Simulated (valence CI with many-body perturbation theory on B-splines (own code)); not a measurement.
# Au8+: calculated level list

Level of theory: valence CI with perturbative core correlation (CI+MBPT): three valence electrons over a frozen Dirac-Fock core [Xe] 4f14, a basis of 9 s, 9 p, 10 d, 8 f, 5 g, 3 h, 1 i functions for each j, with the one-electron correlation potential Σ1, the two-electron term Σ2, the three-electron term Σ3, Breit, model QED; selected CI, second order for the rest, scaled by the run's own slope (own B-spline code, finite nucleus).

No measured levels were compared; by estimate terms of the open shell hold to 2 to 4 % of their energy, and close levels can change places; different configurations can be misplaced against each other by 1,000 to 8,000 cm⁻¹. Core correlation moves these levels by up to 15000 cm⁻¹, and in measured spectra 5 to 20 % of such shifts remained as error; rates that hang on mixing are uncertain with them. The list stops below the first excitations out of the core.

Levels 1 to 39 of 39, with energies above the lowest level, (5d3/2^3) J=3/2. "Leading %" is the weight of the configuration and term that name the level; weights of strongly mixed levels are sums over their largest components and can fall short. In the jj column 3d3/2^4 stands for four electrons in 3d with j = 3/2. Lifetimes count E1, E2, E3, M1 and M2 decay at the calculated energies, and are blank where another channel may lead or the interval is too uncertain; long ones can be off by a factor of two.

```csv
No.,Configuration,Term,J,E (cm⁻¹),Leading %,g,Lifetime,Second component,Leading jj
1,5d³,⁴F,3/2,0,74,0.536,,21 % 5d³ ²D,5d3/2^3 (82 %)
2,5d³,⁴F,5/2,12315,92,1.041,15.6 ms,7 % 5d³ ²D,5d3/2^2 5d5/2 (93 %)
3,5d³,⁴F,7/2,20151,72,1.152,70.2 ms,23 % 5d³ ²G,5d3/2^2 5d5/2 (70 %)
4,5d³,⁴P,3/2,21676,45,1.343,13.1 ms,33 % 5d³ ²P,5d3/2^2 5d5/2 (86 %)
5,5d³,²G,9/2,23648,40,1.143,1.69 s,36 % 5d³ ⁴F,5d3/2^2 5d5/2 (84 %)
6,5d³,⁴P,1/2,25433,68,2.022,43.1 ms,32 % 5d³ ²P,5d3/2^2 5d5/2 (97 %)
7,5d³,²G,7/2,36719,69,0.992,5.15 ms,27 % 5d³ ⁴F,5d3/2 5d5/2^2 (79 %)
8,5d³,²H,9/2,38658,52,1.111,8.91 ms,47 % 5d³ ⁴F,5d3/2 5d5/2^2 (74 %)
9,5d³,⁴P,5/2,38673,85,1.527,16.9 ms,11 % 5d³ ²D,5d3/2 5d5/2^2 (50 %)
10,5d³,²D,3/2,44416,44,1.176,2.91 ms,41 % 5d³ ⁴P,5d3/2 5d5/2^2 (96 %)
11,5d³,²P,1/2,46490,67,1.313,5.66 ms,32 % 5d³ ⁴P,5d3/2 5d5/2^2 (97 %)
12,5d³,²H,11/2,49245,100,1.090,17.7 ms,,5d3/2 5d5/2^2 (100 %)
13,5d³,²D,5/2,53569,92,1.198,6.53 ms,6 % 5d³ ⁴F,5d3/2 5d5/2^2 (66 %)
14,5d³,²F,5/2,57348,80,0.956,9.32 ms,12 % 5d³ ²D,5d3/2 5d5/2^2 (67 %)
15,5d³,²F,7/2,59820,91,1.124,9.96 ms,7 % 5d³ ²G,5d3/2 5d5/2^2 (91 %)
16,5d³,²G,9/2,60357,59,1.099,3.40 ms,24 % 5d³ ²H,5d5/2^3 (87 %)
17,5d³,²P,3/2,65286,56,1.187,3.00 ms,30 % 5d³ ²D,5d5/2^3 (75 %)
18,5d³,²D,3/2,85914,96,0.822,2.63 ms,,5d3/2 5d5/2^2 (74 %)
19,5d³,²D,5/2,89670,77,1.163,1.54 ms,16 % 5d³ ²F,5d5/2^3 (76 %)
20,5d²6s,⁴F,3/2,220600,88,0.450,11.2 μs,11 % 5d²6s ²D,5d3/2^2 6s (93 %)
21,5d²6s,⁴F,5/2,224530,64,1.024,9.17 μs,21 % 5d²6s ²F,5d3/2^2 6s (88 %)
22,5d²6s,⁴F,7/2,239070,92,1.229,9.72 μs,8 % 5d²6s ²F,5d3/2 5d5/2 6s (96 %)
23,5d²6s,⁴P,1/2,242640,82,2.453,8.04 μs,11 % 5d²6s ²S,5d3/2^2 6s (80 %)
24,5d²6s,²F,5/2,243990,51,0.987,7.57 μs,34 % 5d²6s ⁴F,5d3/2 5d5/2 6s (88 %)
25,5d²6s,⁴F,9/2,249410,78,1.285,9.25 μs,22 % 5d²6s ²G,5d3/2 5d5/2 6s (66 %)
26,5d²6s,⁴P,3/2,251350,82,1.555,8.29 μs,14 % 5d²6s ²D,5d3/2 5d5/2 6s (97 %)
27,5d²6s,⁴P,5/2,251740,51,1.322,7.47 μs,24 % 5d²6s ²D,5d3/2 5d5/2 6s (99 %)
28,5d²6s,²D,3/2,256950,44,1.085,7.53 μs,34 % 5d²6s ²P,5d3/2 5d5/2 6s (87 %)
29,5d²6s,²F,7/2,256960,50,1.025,6.91 μs,47 % 5d²6s ²G,5d3/2 5d5/2 6s (90 %)
30,5d²6s,²P,1/2,261960,86,0.915,6.51 μs,11 % 5d²6s ⁴P,5d3/2 5d5/2 6s (90 %)
31,5d²6s,²G,9/2,269190,78,1.159,7.75 μs,22 % 5d²6s ⁴F,5d5/2^2 6s (66 %)
32,5d²6s,²G,7/2,272810,52,1.015,6.88 μs,42 % 5d²6s ²F,5d5/2^2 6s (86 %)
33,5d²6s,²D,5/2,273190,52,1.351,7.56 μs,42 % 5d²6s ⁴P,5d5/2^2 6s (99 %)
34,5d²6s,²P,3/2,279410,64,1.174,6.62 μs,30 % 5d²6s ²D,5d5/2^2 6s (91 %)
35,5d²6s,²S,1/2,304280,86,1.968,6.28 μs,7 % 5d²6s ⁴P,5d5/2^2 6s (89 %)
36,5d²6p,⁴G°,5/2,322760,59,0.712,182 ps,32 % 5d²6p ²F°,5d3/2^2 6p1/2 (96 %)
37,5d²6p,⁴F°,3/2,329030,44,0.705,42.6 ps,32 % 5d²6p ²D°,5d3/2^2 6p1/2 (92 %)
38,5d²6p,⁴G°,7/2,342920,66,1.022,97.3 ps,12 % 5d²6p ²F°,5d3/2 5d5/2 6p1/2 (96 %)
39,5d²6p,⁴F°,5/2,344290,42,1.105,50.8 ps,21 % 5d²6p ⁴D°,5d3/2 5d5/2 6p1/2 (98 %)
```

The ionisation energy to 5d² ³F2 of the next ion comes out as 131.16 eV (NIST: 130.1 ± 2.2 eV (theoretical)). All 39 levels together are meant to be complete up to 344310 cm⁻¹.
